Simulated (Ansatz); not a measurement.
Consider the cleavage of the Al–Si bond: `[NH2][AlH][SiH2]O` + CH₃NH₂ → `C[NH][AlH][NH2]` + silanol.

Gas-phase electronic energies from Ansatz, PBE0-D4/def2-TZVP geometries. CBS: MP2 limit from def2 TZ/QZ plus the TZ coupled-cluster correction, frozen cores. DFT in def2-TZVPP. Each species was taken in one conformer, which may not be the lowest.

```csv
level,ΔE (kJ/mol)
BLYP-D4,-91.2
r2SCAN-D4,-92.2
B97M-V,-92.8
PBE-QIDH,-92.3
```

Task: What does CCSD(T)/CBS give? (An estimate is asked.)

Result: Computed: -95.8 kJ/mol. The listed levels differ from it by 4.6, 3.6, 3.0, 3.5 kJ/mol.

Largest T1 diagnostic among the species: 0.012.

Leaving LDA and LC-ωPBE aside and taking each functional with its dispersion term where it has one, the values, not all of them listed here, spread over 26.3 kJ/mol, from CAM-B3LYP-D4 to PBE-D4. LDA lies −7.9 kJ/mol from PBE without D4. From PBE to PBE0 (25 % exact exchange), in def2-TZVPP and without D4, ΔE moves by −6.1 kJ/mol.
